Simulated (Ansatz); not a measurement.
The cluster Mg₂O₂, relaxed as a triplet with UKS PBE0-D4/def2-TZVP in Ansatz, starting from the PBE0-D4/def2-TZVP geometry of the neutral singlet. Force threshold 0.02 eV/Å.

At PBE0-D4/def2-TZVP a singlet of charge 0 lies 1.12 eV below the triplet, each at its own geometry. The structure comes from a short search, and lower isomers may exist.

Start:

| atom | x (Å) | y (Å) | z (Å) |
| --- | --- | --- | --- |
| Mg1 | 0.0617 | 0.6615 | -0.9908 |
| Mg2 | -0.0616 | -0.6607 | 0.9921 |
| O3 | 1.3292 | 0.3846 | 0.3381 |
| O4 | -1.3293 | -0.3853 | -0.3394 |

(1) Estimate the energy that the relaxation releases and the steps that it takes.

(2) Does the start keep its bonding and symmetry?

(3) Predict the relaxed structure.

Answers

(1) 0.68 eV, in 5 steps; 13 s on 4 threads of Arm Neoverse V2 on a shared host. No frequencies were taken in this run, so the end may be a saddle point.

(2) By distances, no bond broke or formed. The bond that changes most is Mg1–O3, from 1.86 to 1.88 Å (atoms count from 1). Point group D2h at the start, D2h at the end, both within 0.05 Å.

(3) 
Cartesian coordinates in Å:
```
Mg 0.0722 0.7781 -1.1668
Mg -0.0723 -0.7779 1.1670
O 1.1656 0.3373 0.2971
O -1.1655 -0.3375 -0.2973
```
Bond lengths (bridged metal pairs left out): 4 × Mg–O 1.88 Å.
